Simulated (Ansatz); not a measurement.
Cartesian coordinates in Å:
```
F 1.4702 -1.8308 0.2837
Si 1.1057 -0.4532 -0.4049
F 1.1067 -0.7085 -1.9668
F 2.3013 0.5389 -0.1034
Sn -1.1318 0.4643 0.4145
H -1.0497 0.7045 2.0966
H -1.4451 1.9421 -0.3678
H -2.3573 -0.6572 0.0480
```

The species carries charge 0 and has multiplicity 1. Sn: def2 effective core potential.

Problem. List the ωB97M-V/def2-TZVPP orbital energies in eV (Ansatz 0.2.0). (An estimate is asked.)

Solution. The calculation gave: Occupied: -1809.67, -678.05, -678.05, -678.05, -150.46, -143.41, -104.61, -104.61, -104.55, -97.97, -97.94, -97.94, -37.16, -36.41, -36.41, -31.56, -31.56, -31.54, -31.43, -31.43, -19.44, -17.81, -17.25, -17.25, -16.34, -15.85, -15.85, -15.14, -15.14, -14.65, -11.89, -11.89, -10.96. Lowest empty: 1.35, 1.35, 1.48, 2.01, 2.94, 2.95, 3.11, 4.04.
